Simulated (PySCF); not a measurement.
AlH6O2Si2, SMILES [SiH3][O][Al+][O][SiH3], charge +1.

Geometry optimised at PBE0-D3(BJ)/def2-SVP. The spin state was assumed, not searched. The isomer is the one that the SMILES or the coordinates give; other isomers of the formula were not compared. The values are those of a single conformer.

Two levels are set side by side: PBE/def2-TZVP (PySCF) and r2SCAN/def2-TZVP (PySCF). Same geometry, gas phase. Differences are taken from unrounded values.

```csv
quantity,PBE
orbital gap (eV),3.32
highest occupied level (eV),-11.99
lowest empty level (eV),-8.67
mean polarisability (bohr³),78.0
```

Problem. These are the PBE values. What does r2SCAN give? (An estimate is asked for; the answer gives what the named calculation found.)

Solution. 
```
quantity                     r2SCAN  PBE minus r2SCAN
---------------------------  ------  ----------------
orbital gap (eV)               4.09             -0.78
highest occupied level (eV)  -12.31              0.33
lowest empty level (eV)       -8.22             -0.45
mean polarisability (bohr³)    73.9               4.1
```

Rough cost on one machine, each run with all the roots and properties that it gave: r2SCAN against PBE about 3 times.
